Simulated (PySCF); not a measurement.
**Telling isomers of C12H10 apart by NMR**

How the numbers were obtained: couplings computed with B3LYP/pcJ-1 (spin–dipole term left out of most H,H and C,H couplings), PBE0-D3(BJ)/def2-SVP geometry, σ from GIAO-PBE0/pcSseg-1, in PySCF (no solvent model, no relativistic terms, averaged over atoms made equivalent by symmetry, fast rotation or ring inversion, a single conformation).

δ = σ(ref) − σ, references computed at the same level: ¹H (σ = 31.27 ppm) and ¹³C (σ = 184.41 ppm) vs TMS. Multiplet labels drop J under 1 Hz and among equivalent protons, and merge close values. Unscaled 3J(H,H) run several per cent high. Shifts are as computed. Against solution values, carbons near 30 ppm lie about +2 ppm off and those near 130 ppm about +5 ppm (rms about the fit 1.9 ppm; single classes can miss by 10 ppm). Of 1328 compounds with measured shifts, 309 miss one by over three times the rms of a fit or turn the order of signals round; such compounds aren't used in these exercises. Signals without a measured value on file couldn't be tested in this way; 1H shifts scatter by 0.2 ppm about their fit, and single ones miss by 0.5 ppm.

(1) Tabulate the signals of `c1ccc(-c2ccccc2)cc1`, `C=Cc1cccc2ccccc12`, `c1cc2c3c(cccc3c1)CC2` and their relative energies.

(2) What is the quickest way to tell c1ccc(-c2ccccc2)cc1 from C=Cc1cccc2ccccc12?

(3) What is the quickest way to tell C=Cc1cccc2ccccc12 from c1cc2c3c(cccc3c1)CC2?

(4) What is the quickest way to tell c1ccc(-c2ccccc2)cc1 from c1cc2c3c(cccc3c1)CC2?

Results:

(1) 
```tsv
SMILES	carbon types	δC	δH	E rel. (kcal/mol)
c1ccc(-c2ccccc2)cc1	2×C 10×CH	147.6, 134.3, 133.2, 132.8	7.64 (m, 4H), 7.57 (m, 4H), 7.47 (m, 2H)	8.3
C=Cc1cccc2ccccc12	3×C 8×CH 1×CH2	144.3, 141.1, 136.8, 134.4, 134.3, 134.3, 131.4, 131.3, 131.0, 129.6, 129.1, 124.6	8.23 (m, 1H), 7.95 (m, 1H), 7.91 (d, 1H), 7.80 (dd, 1H), 7.75 (ddd, 1H), 7.69 (m, 1H), 7.67 (m, 1H), 7.64 (dd, 1H), 6.07 (dd, 1H), 5.74 (dd, 1H)	20.0
c1cc2c3c(cccc3c1)CC2	4×C 6×CH 2×CH2	151.4, 142.5, 135.2, 133.6, 127.7, 124.3, 32.9	7.71 (m, 2H), 7.64 (m, 2H), 7.45 (m, 2H), 3.38 (m, 4H)	0.0
```

Energies are electronic energies at PBE0/pcSseg-1 on these geometries, without zero-point or thermal terms, each for the one conformer computed, which needn't be the lowest.

(2) Count the carbon signals: 4 against 12. The first has a substituted aromatic carbon (C) at 147.6 ppm, the second a terminal =CH2 carbon at 124.6 ppm. Their most deshielded carbons lie at 147.6 and 144.3 ppm. In the proton spectra the most deshielded non-exchanging signals are 7.64 (m, 4H) and 8.23 (m, 1H).

(3) Count the carbon signals: 12 against 7. The first has a terminal =CH2 carbon at 124.6 ppm, the second an sp3 CH2 on an aromatic ring at 32.9 ppm. Their most deshielded carbons lie at 144.3 and 151.4 ppm. In the proton spectra the most deshielded non-exchanging signals are 8.23 (m, 1H) and 7.71 (m, 2H).

(4) Count the carbon signals: 4 against 7. The first has a substituted aromatic carbon (C) at 147.6 ppm, the second an sp3 CH2 on an aromatic ring at 32.9 ppm. Their most deshielded carbons lie at 147.6 and 151.4 ppm.
